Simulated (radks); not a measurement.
Excited configurations of Ni III: one electron is placed in a higher orbital outside [Ar] 3d7. The ground configuration is [Ar] 3d8. Calculated with a radial shooting solver on a logarithmic mesh with Libxc functionals: scalar-relativistic Kohn-Sham, LDA (Slater exchange, Perdew-Wang correlation), spin-polarised, spherical densities, point nucleus; open shells are filled with parallel spins first. Excitation = E - E(ground); binding = E(ion) - E, where the ion is the core of charge +3; n* = 3/sqrt(2 binding) in atomic units, and the quantum defect is n - n*.

4d: excitation (eV) 23.337; binding (eV) 12.997; n* 3.069; <r> (bohr) 3.819
4f: excitation (eV) 28.443; binding (eV) 7.890; n* 3.940; <r> (bohr) 5.751
5s: excitation (eV) 23.109; binding (eV) 13.225; n* 3.043; <r> (bohr) 4.780
5d: excitation (eV) 28.755; binding (eV) 7.578; n* 4.020; <r> (bohr) 7.323
5f: excitation (eV) 31.134; binding (eV) 5.199; n* 4.853; <r> (bohr) 9.976
6s: excitation (eV) 28.739; binding (eV) 7.594; n* 4.016; <r> (bohr) 8.282
6p: excitation (eV) 29.772; binding (eV) 6.562; n* 4.320; <r> (bohr) 9.296
6d: excitation (eV) 31.379; binding (eV) 4.954; n* 4.972; <r> (bohr) 11.76
7p: excitation (eV) 31.943; binding (eV) 4.390; n* 5.281; <r> (bohr) 14.07
7f: excitation (eV) 33.620; binding (eV) 2.713; n* 6.718; <r> (bohr) 21.32

The Delta-SCF ionisation energy is 36.333 eV (NIST Atomic Spectra Database: 35.19 eV, measured). Self-interaction in the functional shifts the binding energies and quantum defects, so they are the method's values and not measured ones. Open shells are spherical and high-spin; term and fine-structure splittings are not resolved.
